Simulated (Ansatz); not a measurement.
`N=C[Si](N)(O)F` + CH₃OH → `CO[Si](N)(O)F` + `C=N`  (ligand exchange at the Si–C bond)

Calculated with Ansatz (gas phase, PBE0-D4/def2-TZVP geometries, no zero-point term in ΔE). CBS: MP2 limit from def2 TZ/QZ plus the TZ coupled-cluster correction, frozen cores. This one scheme is used for every species. Functionals use def2-TZVPP. Each species was taken in one conformer, which may not be the lowest.

```csv
species,B2PLYP energy (Eh)
`N=C[Si](N)(O)F`,-615.14455
CH₃OH,-115.68264
`CO[Si](N)(O)F`,-636.28404
`C=N`,-94.58848
```

Question: Work out ΔE.

Answer: ΔE = (-636.28404) + (-94.58848) − (-615.14455) − (-115.68264) = -0.04533 Eh = -119.0 kJ/mol. CCSD(T)/CBS gives -116.5 kJ/mol.

Largest T1 diagnostic among the species: 0.012.

From PBE to PBE0 (25 % exact exchange), in def2-TZVPP and without D4, ΔE moves by −7.1 kJ/mol. At CCSD(T), def2-SVP lies +4.7 kJ/mol from the extrapolated value and def2-TZVPP −1.8 kJ/mol. Leaving LDA and LC-ωPBE aside and taking each functional with its dispersion term where it has one, the values, not all of them listed here, spread over 23.6 kJ/mol, from BHLYP-D4 to PBE-D4.
